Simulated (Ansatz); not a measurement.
Worked example: the step energy

An elementary step of SiH3O2F, singlet (SiHOF ([OH][Si][F]) + H₂O → SiH₂O₂ ([OH][Si][OH]) + HF; Si–F, H–O broken or loosened, Si–O, F–H formed or tightened). “Start” and “end” are the PBE0-D4/def2-TZVP structures reached by relaxing down either side of its saddle point, with the molecules still in contact.

Computed with Ansatz 0.2.0 (basis: def2-TZVPP and def2-QZVPP); correlated methods freeze the cores.

Energies in eV:

| quantity | end | start |
| --- | --- | --- |
| Hartree–Fock, triple zeta (X = 3) | -14695.37708 | -14695.78709 |
| Hartree–Fock, quadruple zeta (X = 4) | -14695.95675 | -14696.37070 |
| MP2 correlation, X = 3 | -23.33517 | -23.32627 |
| MP2 correlation, X = 4 | -25.36229 | -25.35743 |
| CCSD(T) correlation, X = 3 | -24.53330 | -24.52680 |

(1) Work out the step energy at the basis limit: extrapolate Hartree–Fock as E(X) = E∞ + A exp(−7.88 √X) and the MP2 correlation as E(X) = E∞ + B X^−2.97 (the exponents that Neese and Valeev fitted for def2-TZVPP and QZVPP), then add CCSD(T) − MP2 in triple zeta.

T1 diagnostic: at most 0.014.

Results:

(1) Each step is linear, so take the differences first (end − start): Hartree–Fock 0.41001 (X = 3) and 0.41395 (X = 4); MP2 correlation -0.00890 and -0.00486; CCSD(T) correlation -0.00650.
Two points give E∞ = E(4) + w [E(4) − E(3)], with w = 1/(exp(7.88 (2 − √3)) − 1) = 0.1377 for Hartree–Fock and w = 1/((4/3)^2.97 − 1) = 0.7407 for the correlation.
Hartree–Fock: 0.41395 + 0.1377 × 0.00394 = 0.4145 eV.
MP2 correlation: -0.00486 + 0.7407 × 0.00404 = -0.0019 eV.
CCSD(T) − MP2: -0.00650 − (-0.00890) = 0.0024 eV.
Sum: 0.4145 + (-0.0019) + 0.0024 = 0.4150 eV, or 9.57 kcal/mol. Plain CCSD(T) in triple zeta gives 0.4035 eV, so the larger basis shifts the result by 0.0115 eV.

Labels in which every atom is bracketed show which atoms are joined, not bond orders.

For scale, one of the runs: CCSD(T)/def2-TZVPP, 177 basis functions, launched by `ansatz run in.yaml --threads 2 --pin off --events-out ev --progress --plain --max-ram 4352MiB`. Hardware: 2 CPU threads of an Intel Xeon 6975P-C, shared host. Wall time 26 s; peak host memory 1.8 GiB.
